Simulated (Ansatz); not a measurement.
Other settings, tried on [SnF3]- (SnF₃⁻).

```yaml
crystal:
  periodic: [false, false, false]
  atoms:
    - {symbol: Sn, position_ang: [-0.005751, 0.005566, 0.785223]}
    - {symbol: F, position_ang: [1.703900, -0.031041, -0.249234]}
    - {symbol: F, position_ang: [-0.823719, 1.486887, -0.278260]}
    - {symbol: F, position_ang: [-0.874430, -1.461412, -0.257719]}
basis:
  gaussian: {orbitals: def2-TZVP}
total_charge: -1
hamiltonian: {xc: {name: RPBE}, dispersion: d4}
scf: {omitted_lower_state_checks: [starts]}
```

```sh
$ ansatz run in.yaml --threads 4 --pin off --events-out ev --progress --plain --max-ram 3916MiB
```

Output, abridged:

```
Functional definition: RPBE
856 factors; their error is unknown
mean field evaluation 1: about -13991.7943 eV, gradient 1.5e1 eV
mean field evaluation 2: about -13991.7504 eV, gradient 1.6e1 eV
mean field evaluation 4: about -13992.0909 eV, gradient 1.2e0 eV
mean field evaluation 8: about -13992.0856 eV, gradient 9.0e-2 eV
mean field evaluation 16: about -13992.0856 eV, gradient 2.1e-5 eV
mean field -13992.08564949 eV, -514.1996634424 hartree, gradient 2.1e-5 eV, S^2 0.000000; 0 other end points of the search recorded, 0 dependent functions left out
reference -13992.08569894 eV, -514.1996652596 hartree; 25, 25 occupied and 118, 118 virtual orbitals, 856 factors
Total energy: -13992.35889902 eV, -514.2097051775 hartree
Checks for a lower state left out: starts
```

It took 0.75 s on 4 threads of Arm Neoverse V1 on a shared host.

In the def2 sets Sn takes a core potential; there is no spin–orbit coupling. The highest occupied level of an anion often lies above zero with these methods, and sets without diffuse functions describe the outer electron poorly.
